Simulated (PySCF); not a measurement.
Al(H)(OH)(NH2), SMILES [NH2][AlH][OH] (H₄AlNO) (PBE0/def2-SVP optimised geometry):

```
7

Al    -0.515     0.434     0.000
H     -1.281     1.816     0.000
O     -1.351    -1.009     0.000
H     -1.845    -1.816     0.002
N      1.254     0.434     0.000
H      1.845    -0.389     0.000
H      1.824     1.272     0.000
```

Computed with PBE0/def2-TZVP run with PySCF.

Task: What are the frontier orbital energies and the dipole moment?

Result: HOMO-2 -9.14 eV, HOMO-1 -8.41 eV, HOMO -7.26 eV, LUMO 0.35 eV, LUMO+1 0.38 eV; dipole moment 1.18 D.

Meta-Löwdin charges at PBE0/def2-TZVP: Al1 0.90, H2 -0.16, O3 -0.81, H4 0.37, N5 -0.77, H6 0.23, H7 0.24.
